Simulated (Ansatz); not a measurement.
Ansatz (an electronic-structure program) input:

Ansatz 0.2 input:
```yaml
crystal:
  periodic: [false, false, false]
  atoms:
    - {symbol: C, position_ang: [1.87169326, -0.70889043, 0.23151403]}
    - {symbol: Si, position_ang: [0.19261766, -0.28614541, -0.50253307]}
    - {symbol: C, position_ang: [-0.99977764, -1.72955890, -0.28978500]}
    - {symbol: Si, position_ang: [-0.61308227, 1.66822447, 0.49842432]}
    - {symbol: H, position_ang: [1.79254090, -0.88377442, 1.30650044]}
    - {symbol: H, position_ang: [2.27409689, -1.61468092, -0.22761189]}
    - {symbol: H, position_ang: [2.58806975, 0.09860692, 0.07346151]}
    - {symbol: H, position_ang: [0.34312289, 0.00107069, -1.95400178]}
    - {symbol: H, position_ang: [-1.97579521, -1.50362262, -0.72162912]}
    - {symbol: H, position_ang: [-0.60717693, -2.62187157, -0.78449064]}
    - {symbol: H, position_ang: [-1.14359388, -1.96234259, 0.76698092]}
    - {symbol: H, position_ang: [-0.70644908, 1.60286618, 1.98301156]}
    - {symbol: H, position_ang: [-1.90980452, 2.16533743, -0.03507289]}
basis:
  gaussian:
    orbitals: 6-31G*
hamiltonian:
  xc: {name: PBE0}
magnetization: {spin_polarized: true, initial_magnetization: 1}
```

Which total energy does the run end on?

-660.19852 Eh (PBE0/6-31G*).

It need not be the lowest isomer of its formula.
